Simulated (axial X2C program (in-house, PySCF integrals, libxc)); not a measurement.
**FeSn: from the spin-free to the two-component result**

Computed with an axial X2C code built on PySCF integrals. Spin-free means the one-electron spin-free X2C Hamiltonian; two-component (2c) means X2C with spin–orbit coupling and atomic mean-field two-electron Coulomb and Gaunt terms, so the difference of the two also holds small scalar two-electron terms. Basis: Sn dyall-cv3z [11s12p9d4f1g], Fe dyall-cv3z [9s10p6d3f2g] (cores contracted in-house); Gaussian nuclei, density fitting, unrestricted open shells. Masses: Sn 119.902 u, Fe 55.935 u.

Spin-free state: M_S = 3, Λ = 2 (beyond evenly filled blocks: σα, 2 × π+α, 2 × π-α, δ+α, δ+β, δ-α); fragments Sn + Fe.

| level | Re (Å) | ωe (cm⁻¹) | De (eV) | μ (D) |
| --- | --- | --- | --- | --- |
| PBE0 | 2.684 | 180.4 | 0.757 | 3.00 |
| TPSSh | 2.637 | 191.0 | 0.910 | 2.92 |

Dipoles are positive if Fe is the positive end.

Two-component determinant lowest at the distance of the search:

Ω = 2 (⟨Sz⟩ = 1.02, ⟨Lz⟩ = 0.98 at PBE0); fragments Sn + Fe.

```tsv
level	Re (Å)	ωe (cm⁻¹)	μ (D)
PBE0	2.571	207.3	2.10
TPSSh	2.546	212.9	1.94
```

(1) From the two tables, how do the constants change at the PBE0 level (2c against spin-free)?

The state is a single determinant with fixed occupations, the lowest that a limited PBE0 search found. De is counted from the lowest determinant-based energies of the atoms at the same level, without counterpoise correction. De is not given where an atomic determinant may have missed its ground term or J level, or where the truncated virtual space spoils (T). Density functionals use the spin component along the axis (collinear). Other states lie close and PBE0, whose exact exchange favours high spin, may order them wrongly; the determinant shown need not be the ground state. The nearest other spin-free determinant of the search, M_S = 2, Λ = 3, lies 0.05 eV up at the distance of the search. The functionals have no current-density term, which raises determinants with orbital currents, atoms included. The atomic limit has a lower orbital projection than the molecule and lies lower at mean-field level, so De may be about a tenth of an eV too small. With several unpaired electrons one determinant need not be a pure state. A state of lower Ω lies just above, and one determinant can place such states too high, so the state shown need not be the lowest. The search has Ω = 1 only 0.09 eV up. Open-shell Ω = 0 determinants with evenly filled partner blocks cannot be reached by this program, so the Ω shown need not be the lowest component.

Results:

(1) At the PBE0 level Re goes down by 0.113 Å and ωe rises by 26.9 cm⁻¹. The two determinants differ in configuration, so these shifts compare two states and are not the spin–orbit effect on one state.
